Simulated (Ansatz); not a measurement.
Cost and result for the atomization energy of `C[CH](C)[Al]([NH2])[CH](C)C` (24 atoms, 23 bonds).

Z-matrix (Å, degrees):
```
C
C 1 1.527
H 1 1.098 2 111.5
H 1 1.095 2 111.4 3 -119.0
H 1 1.094 2 112.4 3 120.6
Al 2 1.975 1 113.0 3 -178.9
C 2 1.532 1 110.6 3 55.6
H 2 1.100 1 108.0 3 -61.5
N 6 1.775 2 117.9 1 -14.7
C 6 1.974 2 124.0 1 163.7
H 7 1.096 2 111.5 1 62.9
H 7 1.094 2 112.5 1 -176.5
H 7 1.097 2 111.3 1 -56.1
H 9 1.007 6 125.2 2 -177.8
H 9 1.007 6 124.9 2 2.7
C 10 1.532 6 109.9 2 -89.4
C 10 1.527 6 113.5 2 34.7
H 10 1.099 6 107.1 2 154.0
H 16 1.096 10 111.6 6 62.5
H 16 1.094 10 112.5 6 -58.1
H 16 1.098 10 111.4 6 -178.6
H 17 1.098 10 111.4 6 -178.7
H 17 1.094 10 112.5 6 60.8
H 17 1.095 10 111.5 6 -59.6
```

Total charge 0; spin multiplicity 1. All single points use the PBE0-D4/def2-TZVP geometry. It is one conformer, not always the lowest. Program: Ansatz. All runs use 4 threads of an AMD EPYC 7R13 on a shared host and a share of an NVIDIA H100 80 GB. Times are those of one run each, without the atoms' runs, and a repeat can differ threefold. Electronic energies, without spin–orbit coupling; frozen cores. CCSD(T)/CBS adds CCSD(T) − MP2 in def2-TZVPP to the MP2 limit, and its time is that of the two runs behind it. T1 = 0.010. B3LYP takes the VWN-RPA correlation (the form of Gaussian; ORCA's B3LYP/G).

CCSD(T)/CBS is a level of theory with its own doubt, some kJ/mol a heavy atom from the limit and from the frozen cores, so smaller differences don't rank the functionals.

```csv
level,functions,wall time
revPBE-D4/def2-TZVPP,483,2.8 s
B3LYP-D4/def2-TZVPP (with forces),483,2.8 s
BLYP-D4/def2-TZVPP,483,2.9 s
r2SCANh-D4/def2-TZVPP,483,3 s
r2SCAN-D4/def2-TZVPP (with forces),483,3.1 s
PBE-D4/def2-TZVPP (with forces),483,3.1 s
B97M-V/def2-TZVPP,483,3.5 s
B2PLYP/def2-TZVPP,483,4.3 s
ωB97M-V/def2-TZVPP (with forces),483,6 s
CCSD(T)/def2-SVP,196,6.5 s
MP2/def2-QZVPP,949,6.5 s
CCSD(T)/def2-TZVPP,483,27 s
CCSD(T)/CBS(def2),–,34 s
```

**Question.** What atomization energy does each give, and how far from CCSD(T)/CBS? (An estimate is asked.)

**Answer.** Computed: 
| level | atomization (kJ/mol) | difference from CCSD(T)/CBS | per bond |
| --- | --- | --- | --- |
| revPBE-D4/def2-TZVPP | 9141.3 | -49.1 | -2.1 |
| B3LYP-D4/def2-TZVPP (with forces) | 9202.5 | 12.1 | 0.5 |
| BLYP-D4/def2-TZVPP | 9148.7 | -41.7 | -1.8 |
| r2SCANh-D4/def2-TZVPP | 9167.9 | -22.5 | -1.0 |
| r2SCAN-D4/def2-TZVPP (with forces) | 9201.4 | 11.0 | 0.5 |
| PBE-D4/def2-TZVPP (with forces) | 9331.5 | 141.1 | 6.1 |
| B97M-V/def2-TZVPP | 9204.3 | 13.9 | 0.6 |
| B2PLYP/def2-TZVPP | 9097.7 | -92.7 | -4.0 |
| ωB97M-V/def2-TZVPP (with forces) | 9217.4 | 27.0 | 1.2 |
| CCSD(T)/def2-SVP | 8794.8 | -395.6 | -17.2 |
| MP2/def2-QZVPP | 9184.9 | -5.5 | -0.2 |
| CCSD(T)/def2-TZVPP | 8985.2 | -205.2 | -8.9 |
| CCSD(T)/CBS(def2) | 9190.4 | 0.0 | 0.0 |

In def2-TZVPP, CCSD(T) changes the Hartree–Fock value by +2109.7 kJ/mol (the triples alone add +109.2 kJ/mol) and MP2 by +2188.4 kJ/mol; breaking electron pairs costs correlation energy, which Hartree–Fock lacks. The D4 term adds +83.4 kJ/mol with B3LYP and +45.5 kJ/mol with PBE0; it sums over pairs of atoms, weighted by their polarisabilities, and B3LYP, whose exchange is more repulsive, gets the larger term. From PBE to PBE0 (25 % exact exchange), in def2-TZVPP and without D4, the atomization energy moves by −94.4 kJ/mol: exact exchange takes away binding that semilocal exchange gives to molecules.
